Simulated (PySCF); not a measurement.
Compound: C6H7N3O.
Numbering: `[CH2:1]=[CH:2][n:3]1[cH:4][c:5]([C:6]([CH3:7])=[O:8])[n:9][n:10]1`

Structure used (PBE0-D3(BJ)/def2-SVP), in Å, numbered top down from 1:
```xyz
17
C6H7N3O angstrom
C      4.0172    0.8846   -1.0130
C      2.9881    0.0533   -1.1571
N      1.6936    0.3198   -0.6763
C      0.5930   -0.4535   -0.7958
C     -0.3944    0.2711   -0.1597
C     -1.8153   -0.0991    0.0177
C     -2.6809    0.8906    0.7426
O     -2.2239   -1.1554   -0.4135
N      0.1643    1.4254    0.3001
N      1.4075    1.4544   -0.0083
H      3.9005    1.8408   -0.5003
H      4.9930    0.6067   -1.4121
H      3.0635   -0.9110   -1.6636
H      0.5784   -1.4165   -1.2978
H     -2.6689    1.8587    0.2190
H     -2.2759    1.0822    1.7478
H     -3.7038    0.5014    0.8079
```

NICS = −σ at a ghost point: NICS(0) at the centroid of the ring atoms, NICS(1) 1 Å to either side along the normal of their mean plane, zz for the tensor component along that normal. Level: GIAO B3LYP/pcSseg-1 (PySCF, non-relativistic, gas phase) on the PBE0-D3(BJ)/def2-SVP geometry, one conformer.

Ring bond lengths (Å): N3–C4 1.350, C4–C5 1.380, C5–N9 1.362, N9–N10 1.281, N10–N3 1.347.

**Question.** What do the NICS probes read (ppm)?

**Answer.** 
```csv
ring,type,NICS(0),"NICS(1), two faces","NICS(1)zz, two faces",rms pucker (Å),"centre to ring atoms, mean (Å)"
N3–C4–C5–N9–N10,5-membered ring with 3 N; formal bonds all aromatic,-10.3,-11.8 / -11.8,-28.1 / -28.1,0.00,1.14
```

**Question.** What can be read from them?

**Answer.** 
- N3–C4–C5–N9–N10: mean NICS(1)zz -28.1 ppm, shielded. For a flat ring without four-coordinate atoms the NICS criterion counts such a value as aromatic.

**Question.** What does the geometric index give? HOMA takes Krygowski's 1993 parameters.

**Answer.** 
- N3–C4–C5–N9–N10: HOMA 0.92; the largest term is that of N10–N3, α(R − Ropt)² = 0.19. The geometric and the magnetic index point the same way.

**Question.** What field does 7.05 T along the ring normal induce along that normal at the first NICS(1) probe listed for ring N3–C4–C5–N9–N10, 1 Å off the ring?

**Answer.** NICSzz × B0 = -28.1 ppm × 7.05 T = -198 μT, against the applied field.

**Question.** How shielded are the nuclei of the rings and their hydrogens (means over atoms taken as equivalent)?

**Answer.** 
| atoms | environment | σ isotropic (ppm) |
| --- | --- | --- |
| N3 | pyrrole-type nitrogen | -26.0 |
| C4 | aromatic CH next to a ring nitrogen | 49.5 |
| C5 | substituted aromatic carbon | 26.2 |
| N9 | pyridine-type nitrogen | -144.2 |
| N10 | pyridine-type nitrogen | -137.3 |
| H14 | aromatic hydrogen | 23.65 |

**Question.** How do the values depend on the level or the medium?

**Answer.** 
```csv
level,"NICS(0), N3–C4–C5–N9–N10","mean NICS(1)zz, N3–C4–C5–N9–N10"
"B3LYP/pcSseg-1, gas",-10.3,-28.1
"PBE0/pcSseg-1, gas",-10.7,-28.7
"PBE0/pcSseg-1, IEF-PCM acetonitrile",-10.8,-28.7
"PBE0/pcSseg-1, IEF-PCM benzene",-10.7,-28.7
```

The geometry is the same throughout; the continuum's cavity takes Bondi-type radii × 1.2.
